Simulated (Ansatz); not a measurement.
Wavefunction ladder for CH₄BFN₂, SMILES `N/C=N/BF`

| atom | x (Å) | y (Å) | z (Å) |
| --- | --- | --- | --- |
| N1 | -1.021 | 0.529 | 1.362 |
| C2 | -0.336 | 0.333 | 0.231 |
| N3 | 0.428 | -0.680 | 0.051 |
| B4 | 1.094 | -0.760 | -1.196 |
| F5 | 1.896 | -1.790 | -1.447 |
| H6 | -0.933 | -0.145 | 2.104 |
| H7 | -1.614 | 1.328 | 1.485 |
| H8 | -0.495 | 1.121 | -0.520 |
| H9 | 0.981 | 0.065 | -2.070 |

Total charge 0; spin multiplicity 1. The geometry is a stationary point of PBE0-D4/def2-TZVP. It is one conformer, not always the lowest. Frozen core, restricted reference, Ansatz. CBS rows extrapolate triple and quadruple zeta; past MP2 they add the triple-zeta difference.

| basis | HF (Eh) | MP2 corr. |
| --- | --- | --- |
| def2-SVP | -273.09396 | -0.72150 |
| def2-TZVPP | -273.42122 | -0.90842 |
| def2-QZVPP | -273.43385 | -0.97859 |

(1) Estimate the CCSD correlation energy and the (T) correction in each basis where they were run (hartree).

Answers

(1) 
```
     basis  CCSD corr.       (T)
  def2-SVP    -0.75186  -0.02220
def2-TZVPP    -0.92876  -0.03722
 CBS(def2)    -1.05092     as TZ
```
